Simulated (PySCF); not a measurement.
Ionisation energies (eV) were calculated with PySCF 2.14 by LDA, UHF, PBE0, in another order, as differences of total energies without spin-orbit coupling. The measured values are between term centres (NIST).

```csv
species,measured,A,B,C
"Sc (x2c-TZVPPall with one added diffuse shell each of s, p, d, f type, spin-free X2C)",6.562,6.388,6.694,5.394
"Mn (x2c-TZVPPall with one added diffuse shell each of s, p, d, f type, spin-free X2C)",7.434,7.125,7.600,6.027
"Co (x2c-TZVPPall with one added diffuse shell each of s, p, d, f type, spin-free X2C)",7.869,7.881,7.909,8.292
"As (x2c-TZVPPall with one added diffuse shell each of s, p, d type, spin-free X2C)",10.008,9.946,10.033,9.417
"Se (x2c-TZVPPall with one added diffuse shell each of s, p, d type, spin-free X2C)",9.635,9.626,9.891,8.542
"Tc (x2c-TZVPPall with one added diffuse shell each of s, p, d, f type, spin-free X2C)",7.119,6.718,7.319,5.541
"Sn (x2c-TZVPPall with one added diffuse shell each of s, p, d, f type, spin-free X2C)",7.389,7.316,7.432,6.862
"I⁺ (x2c-TZVPPall with one added diffuse shell each of s, p, d, f type, spin-free X2C)",18.750,18.748,19.066,17.687
```

Problem. Which column is which method?

Solution. A is PBE0 (mean error -0.13 eV); B is LDA (mean error 0.15 eV); C is UHF (mean error -0.88 eV). PBE0, with a quarter of exact exchange, lies close to experiment on average. LDA overbinds the outer electron and comes out highest. Hartree-Fock lacks the correlation of the electron removed and comes out lowest.
